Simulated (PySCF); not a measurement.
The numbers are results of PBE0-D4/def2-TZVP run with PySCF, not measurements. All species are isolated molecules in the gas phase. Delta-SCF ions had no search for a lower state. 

Reference species (SMILES): `[InH3]` (neutral, multiplicity 1).

- HOMO = -8.17 eV
- vertical ionisation energy (Delta-SCF) = 10.53 eV

Changed species: `[CH3][InH][CH3]` (2 of 3 H replaced by CH3; the reference has 0 of 3 H replaced by CH3).

Task: Predict the effect on the HOMO and vertical ionisation energy (Delta-SCF).

Result: the HOMO rises by 0.98 eV, to -7.19 eV; the vertical ionisation energy (Delta-SCF) drops by 1.37 eV, to 9.16 eV.
